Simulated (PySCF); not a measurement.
Si(H)(Cl) anion (ClHSi), SMILES [SiH]Cl (connectivity only; charge and spin as stated), charge -1, multiplicity 2.

Geometry optimised at PBE-D3(BJ)/def2-TZVPD. The multiplicity is an assumed one; other spin states were not compared. The isomer is the one that the SMILES or the coordinates give; other isomers of the formula were not compared.

Level of theory: r2SCAN/def2-TZVPD (PySCF).

Gas-phase values at a fixed geometry. A positive occupied level means that this level leaves the electron formally unbound; only the finite basis holds it.

Estimate the frontier levels, dipole moment and polarisability. (An estimate is asked for; the answer gives what the named calculation found.)


| Item | Result |
|---|---|
| α spin, highest occupied and lowest empty level | 1.21 and 3.86 eV |
| β spin, highest occupied and lowest empty level | -0.20 and 3.26 eV |
| dipole moment about the centre of nuclear charge | 2.17 D |
| mean static polarisability | 81.0 bohr³ (12.00 Å³) |
| polarisability, principal values | 71.9, 81.3, 89.7 bohr³ |
| ⟨S²⟩ | 0.764 (pure state 0.75) |
